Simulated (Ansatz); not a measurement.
Single points on [AlCl6]3- (AlCl₆³⁻).

```yaml
crystal:
  periodic: [false, false, false]
  atoms:
    - {symbol: Al, position_ang: [-0.000021, -0.000033, 0.000066]}
    - {symbol: Cl, position_ang: [-0.020064, -0.010887, 2.437295]}
    - {symbol: Cl, position_ang: [0.020064, 0.010939, -2.437104]}
    - {symbol: Cl, position_ang: [2.437156, 0.005304, 0.019999]}
    - {symbol: Cl, position_ang: [-2.437151, -0.005273, -0.020127]}
    - {symbol: Cl, position_ang: [-0.005373, 2.437280, 0.010803]}
    - {symbol: Cl, position_ang: [0.005390, -2.437331, -0.010942]}
basis:
  gaussian: {orbitals: def2-TZVPD, initial_orbitals: start.molden}
total_charge: -3
magnetization: {spin_polarized: true, initial_magnetization: 2}
hamiltonian: {xc: pbe, dispersion: d4}
scf: {omitted_lower_state_checks: [starts]}
output: {orbitals: {seedname: orbitals}}
```

The file start.molden holds the orbitals of an earlier run on this structure, at another level or in another basis.

```sh
$ ansatz run in.yaml --threads 4 --pin off --events-out ev --progress --plain --max-ram 4787MiB
```

Shortened log:

```
Functional definition: PBE
1944 factors; their error is unknown
mean field evaluation 1: about -81703.9580 eV, gradient 1.5e1 eV
mean field evaluation 2: about -81704.1361 eV, gradient 2.9e-1 eV
mean field evaluation 4: about -81704.1219 eV, gradient 6.0e-2 eV
mean field evaluation 8: about -81704.1220 eV, gradient 1.1e-4 eV
mean field evaluation 16: about -81704.1220 eV, gradient 5.7e-4 eV
a density is far from that of the atoms, so the factors are made again for it
2022 factors; integrals over basis functions are off by at most 1.2e-3 eV
mean field evaluation 32: about -81704.1220 eV, gradient 3.2e-5 eV
mean field -81704.12197335 eV, -3002.5711014778 hartree, gradient 1.1e-6 eV, S^2 2.001085; 0 other end points of the search recorded, 0 dependent functions left out
reference -81704.12200661 eV, -3002.5711027001 hartree; 60, 58 occupied and 259, 261 virtual orbitals, 2022 factors
Total energy: -81704.59971431 eV, -3002.5886581340 hartree
Checks for a lower state left out: starts
```

It took 2.2 min on 4 threads of Intel Xeon on a shared host, peak host memory 1.6 GiB.

First input, but with `gaussian: {orbitals: def2-TZVPD}`, `hamiltonian: {xc: pbe0, dispersion: d4}` (abridged; 5.3 min):

```
Functional definition: PBE0
the host lacks memory for fits, so the integrals are decomposed
mean field evaluation 16: about -81709.8948 eV, gradient 1.5e-2 eV
mean field evaluation 32: about -81709.9309 eV, gradient 5.4e-2 eV
a density is far from that of the atoms, so the factors are made again for it
mean field -81709.94042715 eV, -3002.7849257110 hartree, gradient 5.6e-6 eV, S^2 2.003516
Total energy: -81710.36162449 eV, -3002.8004044277 hartree
Checks for a lower state left out: starts
```

Geometry: PBE-D4/def2-SVPD, that of the charge -3 singlet.

A multiply charged anion in the gas phase is held together partly by the finite basis. At PBE-D4/def2-TZVPD, PBE0-D4/def2-TZVPD the highest occupied level of the charge -3 triplet lies above zero (up to 6.68 eV). The electron is either unbound and held by the finite basis, or the level is raised by self-interaction error. At PBE-D4/def2-TZVPD the gap within one spin of the charge -3 triplet nearly closes, so an electron or hole may be smeared out by delocalisation error. At PBE0-D4/def2-TZVPD a singlet of charge -3 lies 3.53 eV below the triplet at the same geometry.
